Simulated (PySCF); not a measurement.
FeO4, SMILES [O]=[Fe]1(=[O])[O][O]1, multiplicity 1. Heavy atoms are numbered as in [Fe:1]1(=[O:4])(=[O:5])[O:2][O:3]1.

The structure is a stationary point at TPSSh-D3(BJ)/def2-SVP. The multiplicity is an assumed one; other spin states were not compared.

These are PySCF with B3LYP/pcSseg-1 values and carry that method's errors.

GIAO shieldings, no solvent; atoms alike by connectivity are averaged. δ = σ(ref) − σ: ¹⁷O against H2O (σ = 333.8 ppm), references at their B3LYP-D3(BJ)/def2-TZVP geometries, non-relativistic.

Computed chemical shifts:
```
nucleus  atoms  count  δ (ppm)
-------  -----  -----  -------
¹⁷O         O4      2   1467.9
¹⁷O         O2      2   1200.4
```
